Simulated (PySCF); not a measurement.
Working out the ionisation energy of Tc²⁺

Tc²⁺ [Kr] 4d5 (6S) → Tc³⁺ [Kr] 4d4 (5D). Computed with PySCF 2.14 in x2c-TZVPPall, with the spin-free X2C one-electron Hamiltonian (Gaussian nucleus). Frozen: [Kr]. Energies in hartree (1 hartree = 27.21139 eV):

```
            part  Tc²⁺ (lower)  Tc³⁺ (upper)
             UHF  -4282.319281  -4281.261006
CCSD correlation     -0.065063     -0.040050
             (T)     -0.000771     -0.000285
```

Task: What does Hartree-Fock give?

Result: (-4281.261006) − (-4282.319281) = 1.058275 hartree = 28.797 eV.

Task: What do CCSD and CCSD(T) give?

Result: The CCSD correlation energies differ by 0.025013 hartree = 0.681 eV and the triples by 0.000486 hartree = 0.013 eV, so CCSD gives 29.478 eV and CCSD(T) 29.491 eV.

Reference: 29.55 eV (semi-empirical (NIST evaluation); NIST Atomic Spectra Database, ionization energies), between the lowest levels; spin-orbit coupling is absent from the calculation.

What remains against the reference includes basis incompleteness, the frozen core and higher excitations.
